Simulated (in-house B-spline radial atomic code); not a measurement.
Successive ionisation energies of thulium; each step leads to the configuration of the next row (after the last: [Ar] 3d10). Dirac energy differences include first-order Breit, QED and recoil terms. NIST's values go from ground level to ground level; the uncertainty of those that are theory runs from under 0.1 % in few-electron ions to several per cent in heavy many-electron ones. Computed with an all-electron radial atomic-structure program (B-spline basis): Dirac-Hartree-Fock, jj configuration that fills j = l - 1/2 first, finite nuclei.

A number in brackets counts the electrons of a j subshell.

```
  ion                    configuration  ionisation energy (eV)  tabulated value (eV)    tabulated kind  computed minus tabulated (eV)  highest orbital  largest mean radius (bohr)
Tm35+  [Ar] 3d10 4s2 4p1/2(2) 4p3/2(2)                  1541.0                  1542  tabulated theory                           -1.0            4p3/2                     0.46255
Tm36+  [Ar] 3d10 4s2 4p1/2(2) 4p3/2(1)                       ?                     ?  tabulated theory                              ?                ?                           ?
Tm37+           [Ar] 3d10 4s2 4p1/2(2)                  1705.5                  1706  tabulated theory                           -0.5            4p1/2                     0.44073
Tm38+           [Ar] 3d10 4s2 4p1/2(1)                  1760.6                  1761  tabulated theory                           -0.4            4p1/2                     0.43854
Tm39+                    [Ar] 3d10 4s2                       ?                     ?  tabulated theory                              ?                ?                           ?
Tm40+                    [Ar] 3d10 4s1                  1944.8                1945.2    semi-empirical                           -0.4            4s1/2                     0.43377
```

Question: Fill in the row of Tm36+.

Answer: ionisation energy (eV): 1591.1; tabulated value (eV): 1591; computed minus tabulated (eV): 0.1; highest orbital: 4p3/2; largest mean radius (bohr): 0.45965.

Question: Fill in the row of Tm39+.

Answer: ionisation energy (eV): 1889.2; tabulated value (eV): 1889; computed minus tabulated (eV): 0.2; highest orbital: 4s1/2; largest mean radius (bohr): 0.43637.
